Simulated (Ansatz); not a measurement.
Reaction (formal hydrolysis of a C–F bond): `C[SiH](F)CF` + H₂O → `C[SiH](F)CO` + H–F

Program: Ansatz. Geometries: PBE0-D4/def2-TZVP. ΔE: electronic, gas phase. CCSD(T)/CBS adds triple-zeta CCSD(T) − MP2 to the extrapolated MP2 energy (def2 sets, frozen cores). This one scheme is used for every species. Functionals use def2-TZVPP. One conformer a species, not always the lowest.

```tsv
level	ΔE (kJ/mol)
PBE0	0.6
MP2/def2-TZVPP	-5.0
```

Problem. What does CCSD(T)/CBS give? (An estimate is asked.)

Solution. Ansatz gave: -0.9 kJ/mol. The listed levels differ from it by 1.5, -4.1 kJ/mol.

Largest T1 diagnostic among the species: 0.011.

The D4 term adds −3.1 kJ/mol with B3LYP and −1.6 kJ/mol with PBE0; it sums over pairs of atoms, weighted by their polarisabilities, and B3LYP, whose exchange is more repulsive, gets the larger term. In def2-TZVPP, CCSD(T) changes the Hartree–Fock value by −12.5 kJ/mol (the triples alone add −1.6 kJ/mol) and MP2 by −16.1 kJ/mol.

B3LYP here is the variant with VWN-RPA as its local correlation; programs differ in this.
